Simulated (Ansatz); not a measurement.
`C/C([SiH3])=N\[SiH3]` + `F[SiH](F)S` → `F[SiH](F)S[SiH3]` + `C/C=N\[SiH3]`  (ligand exchange at the Si–C bond)

Isolated molecules relaxed with PBE0-D4/def2-TZVP in Ansatz; ΔE leaves out vibrations. CBS: MP2 limit from def2 TZ/QZ plus the TZ coupled-cluster correction, frozen cores. Double bonds are as drawn, so ΔE can hold a change between cis and trans. Functionals use def2-TZVPP. B3LYP here is the variant with VWN-RPA as its local correlation; programs differ in this. One conformer a species, not always the lowest.

| level | ΔE (kJ/mol) | difference from CCSD(T)/CBS |
| --- | --- | --- |
| PBE-D4 | -76.3 | 3.2 |
| r2SCAN-D4 | -81.2 | -1.7 |
| PBE0-D4 | -81.1 | -1.6 |
| B3LYP-D4 | -76.6 | 2.9 |
| ωB97X-V | -80.0 | -0.5 |
| ωB97M-V | -79.9 | -0.4 |
| B2PLYP | -78.0 | 1.5 |
| PBE | -76.4 | 3.1 |
| r2SCAN | -81.7 | -2.2 |
| PBE0 | -81.3 | -1.8 |
| B3LYP | -76.4 | 3.1 |
| HF/def2-TZVPP | -86.2 | -6.7 |
| MP2/def2-TZVPP | -81.0 | -1.5 |
| SCS-MP2/def2-TZVPP | -79.3 | 0.2 |
| CCSD/def2-TZVPP | -77.5 | 2.0 |
| CCSD(T)/def2-TZVPP | -76.3 | 3.2 |
| HF/def2-QZVPP | -86.1 | -6.6 |
| MP2/def2-QZVPP | -82.8 | -3.3 |
| SCS-MP2/def2-QZVPP | -81.1 | -1.6 |
| HF/CBS(def2) | -86.1 | -6.6 |
| MP2/CBS(def2) | -84.1 | -4.6 |
| CCSD/CBS(def2) | -80.7 | -1.2 |
| CCSD(T)/CBS | -79.5 | 0 |

Largest T1 diagnostic among the species: 0.013.

From PBE to PBE0 (25 % exact exchange), in def2-TZVPP and without D4, ΔE moves by −4.9 kJ/mol. In def2-TZVPP, CCSD(T) changes the Hartree–Fock value by +9.9 kJ/mol (the triples alone add +1.2 kJ/mol) and MP2 by +5.2 kJ/mol.
